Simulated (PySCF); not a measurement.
C3H7NSi, SMILES CC1=NC[SiH2]1. Atoms are numbered in the order given.

```xyz
12

C     -0.2318     2.1940     0.0000
C      0.0403     0.7272     0.0000
N      1.2286     0.2196     0.0000
C      1.0161    -1.2589     0.0000
Si    -0.8724    -0.9387     0.0000
H      0.7152     2.7552     0.0000
H     -0.8240     2.4802    -0.8854
H     -0.8240     2.4802     0.8854
H      1.4684    -1.7278     0.8892
H      1.4684    -1.7278    -0.8892
H     -1.6690    -1.3144     1.2084
H     -1.6690    -1.3144    -1.2084
```
Charge 0, spin multiplicity 1.

Geometry: B3LYP-D3(BJ)/def2-SVP. The structure was generated by enumeration, and PubChem lists no compound with its InChIKey, so it may never have been made.

Two levels are set side by side: PBE/pcSseg-1 (PySCF) and KT2/pcSseg-1 (PySCF). GIAO shifts against NH3 (¹⁵N), TMS (²⁹Si), TMS (¹H), TMS (¹³C) at the same level; non-relativistic, no solvent, atoms listed together averaged. Differences are taken from unrounded values.

```json
[
 {"quantity": "δ(¹³C) of C1 (ppm)", "KT2": "30.3"},
 {"quantity": "δ(¹³C) of C2 (ppm)", "KT2": "184.4"},
 {"quantity": "δ(¹⁵N) of N3 (ppm)", "KT2": "476.5"},
 {"quantity": "δ(¹³C) of C4 (ppm)", "KT2": "42.7"},
 {"quantity": "δ(²⁹Si) of Si5 (ppm)", "KT2": "-7.3"},
 {"quantity": "δ(¹H) of H6, H7, H8 (ppm)", "KT2": "2.33"},
 {"quantity": "δ(¹H) of H9, H10 (ppm)", "KT2": "3.70"},
 {"quantity": "δ(¹H) of H11, H12 (ppm)", "KT2": "6.66"}
]
```

### Question
What does PBE give, and how far is it from KT2? (An estimate is asked for; the answer gives what the named calculation found.)

### Answer

```json
[
 {"quantity": "δ(¹³C) of C1 (ppm)", "PBE": "31.1", "PBE minus KT2": "0.8"},
 {"quantity": "δ(¹³C) of C2 (ppm)", "PBE": "197.1", "PBE minus KT2": "12.7"},
 {"quantity": "δ(¹⁵N) of N3 (ppm)", "PBE": "502.7", "PBE minus KT2": "26.2"},
 {"quantity": "δ(¹³C) of C4 (ppm)", "PBE": "43.8", "PBE minus KT2": "1.1"},
 {"quantity": "δ(²⁹Si) of Si5 (ppm)", "PBE": "-13.5", "PBE minus KT2": "-6.1"},
 {"quantity": "δ(¹H) of H6, H7, H8 (ppm)", "PBE": "2.39", "PBE minus KT2": "0.06"},
 {"quantity": "δ(¹H) of H9, H10 (ppm)", "PBE": "3.75", "PBE minus KT2": "0.05"},
 {"quantity": "δ(¹H) of H11, H12 (ppm)", "PBE": "6.63", "PBE minus KT2": "-0.03"}
]
```

Rough cost on one machine, each run with all the roots and properties that it gave: KT2 against PBE within a factor of 2.
